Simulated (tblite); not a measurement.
Compound: C6H6NO2 (doublet state).
SMILES with atom numbers: `[CH2:1]=[C:2]1[C@@H:3]([CH:4]=[O:5])[C@@H:6]1[N:7][CH:8]=[O:9]` (hydrogens: H10, H11 on C1; H12 on C3; H13 on C4; H14 on C6; H15 on C8)

The geometry is computed with GFN2-xTB (gas phase). This method treats the open shell by occupation alone, without spin polarisation.

Task: Give the optimised bond lengths and angles.

Result: 
| bond | length (Å) | order |
| --- | --- | --- |
| C1=C2 | 1.302 | double |
| C2–C3 | 1.452 | single |
| C3–C4 | 1.472 | single |
| C4=O5 | 1.200 | double |
| C3–C6 | 1.600 | single |
| C6–N7 | 1.344 | single |
| N7–C8 | 1.343 | single |
| C8=O9 | 1.214 | double |
| C2–C6 | 1.495 | single |
| C1–H10 | 1.077 | single |
| C1–H11 | 1.078 | single |
| C3–H12 | 1.082 | single |
| C4–H13 | 1.107 | single |
| C6–H14 | 1.093 | single |
| C8–H15 | 1.102 | single |

Orders are formal, as drawn. A selection of angles:
| angle | degrees |
| --- | --- |
| C2–C1–H10 | 121.8 |
| C2–C1–H11 | 121.1 |
| H10–C1–H11 | 117.1 |
| C1–C2–C3 | 150.5 |
| C1–C2–C6 | 143.7 |
| C3–C2–C6 | 65.8 |
| C2–C3–C4 | 120.7 |
| C2–C3–C6 | 58.4 |
| C2–C3–H12 | 117.9 |
| C4–C3–C6 | 114.1 |
| C4–C3–H12 | 117.2 |
| C6–C3–H12 | 114.3 |
| C3–C4–O5 | 125.7 |
| C3–C4–H13 | 112.6 |
| O5–C4–H13 | 121.7 |
| C3–C6–N7 | 116.5 |
| C3–C6–H14 | 114.5 |
| N7–C6–H14 | 119.6 |
| C2–C6–C3 | 55.8 |
| C2–C6–N7 | 118.9 |
| C2–C6–H14 | 115.4 |
| C6–N7–C8 | 122.4 |
| N7–C8–O9 | 125.3 |
| N7–C8–H15 | 111.4 |
| O9–C8–H15 | 123.0 |

Dihedral angles: C1–C2–C3–C4 77° (synclinal); C2–C3–C4–O5 24° (synperiplanar); C2–C3–C6–N7 108° (anticlinal); C3–C6–N7–C8 130° (anticlinal); C6–N7–C8–O9 -27° (synperiplanar); C1–C2–C6–C3 -178° (antiperiplanar).

C1 (carbon bonded to C and 2 H) is planar (angles 121.8°, 121.1° and 117.1°, sum 360.0°, 0.00 Å off the plane of its three neighbours). C4 (carbon bonded to C, O and H) is planar (angles 125.7°, 121.7° and 112.6°, sum 360.0°, 0.00 Å off the plane of its three neighbours). C8 (carbon bonded to N, O and H) is planar (angles 125.3°, 123.0° and 111.4°, sum 359.7°, 0.04 Å off the plane of its three neighbours). Of the pairs four or more bonds apart, O9···H14 is among the closest relative to their van der Waals radii: 2.66 Å, 98 % of the sum of Bondi's values. C2 (carbon bonded to 3 C) has angles 150.5°, 143.7° and 65.8°, sum 360.0°, 0.01 Å off the plane of its three neighbours. The 3-membered ring C2–C3–C6 has internal angles of 55.8° to 65.8°. The 5 C–C bonds span 1.302 Å (C1=C2, drawn double) to 1.600 Å (C3–C6, drawn single), a spread of 0.298 Å.

Point group: C1 (no symmetry element, even within 0.4 Å). Its GFN2-xTB frequencies are all real (lowest 32 cm⁻¹).

One conformer stands for the species.
